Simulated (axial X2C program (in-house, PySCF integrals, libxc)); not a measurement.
Which molecule has these constants?

Computed with an axial X2C code built on PySCF integrals, spin-free (one-electron X2C) or two-component (2c: spin–orbit coupling with atomic mean-field Coulomb and Gaunt terms, which also bring small scalar terms), in Dyall basis sets with cores contracted in-house; open shells are unrestricted.

A two-component PBE0 calculation in a Dyall 3-zeta basis gave Re = 1.936 Å, ωe = 756.4 cm⁻¹, De = 3.36 eV, Ω = 1/2.

**Question.** Which molecule is it?
A. SeO⁻
B. SeF⁻
C. SeN⁻
D. BSe⁻
E. BeSe⁻

**Answer.** E. The others have SeO⁻ 1.716 Å and 774.3 cm⁻¹ (Ω = 3/2); SeN⁻ 1.742 Å and 772.7 cm⁻¹ (Ω = 1); SeF⁻ 1.844 Å and 551.8 cm⁻¹ (Ω = 0); BSe⁻ 1.825 Å and 813.1 cm⁻¹ (Ω = 0).

Each entry is the lowest single determinant of a limited PBE0 search at one distance. De goes to single-determinant-based atoms at the same level (for ions the charge split of lowest energy) and is withheld (n/a) where an atom does not fit its ground term or J level. Main or longest-lived isotopes. One determinant is a doubtful description, or other states lie close, for SeN⁻; these need not be ground states, and all values refer to the states named. Some open-shell Ω = 0 determinants are out of reach, so the Ω given for SeN⁻ need not be the lowest component. With several unpaired electrons the Ω given is that of one determinant, not necessarily of the lowest component. Some light 2c atoms are not at their ground J level, so De misses part of their lowering (0.04 eV or less). The functionals have no current term, which raises determinants with orbital currents.
